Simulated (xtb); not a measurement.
GeH2, SMILES [GeH2] (connectivity only; charge and spin as stated), neutral, multiplicity 1. All values are semi-empirical tight-binding results from xtb (GFN2-xTB unless named), good for trends rather than for accurate numbers. Geometry optimised at GFN2-xTB. The isomer is the one that the SMILES or the coordinates give; other isomers of the formula were not compared.

Optimised geometry:

```xyz
3

Ge     0.0000     0.0000     0.0689
H      0.0000    -1.1009    -1.1026
H      0.0000     1.1009    -1.1026
```
Charge 0, spin multiplicity 1.

For metal compounds this method's bond lengths and energies can be far off.

```yaml
point_group_as_xtb_finds_it: C2v
orbital_gap: 2.91 eV
zero_point_energy: 5.8 kcal/mol
G − E(el) at 298.15 K (modified RRHO): -7.5 kcal/mol
```

Q: Give the atomic charges. (An estimate is asked for; the answer gives what the named calculation found.)

A: charges (e) Ge1 0.25, H2 -0.12, H3 -0.12.
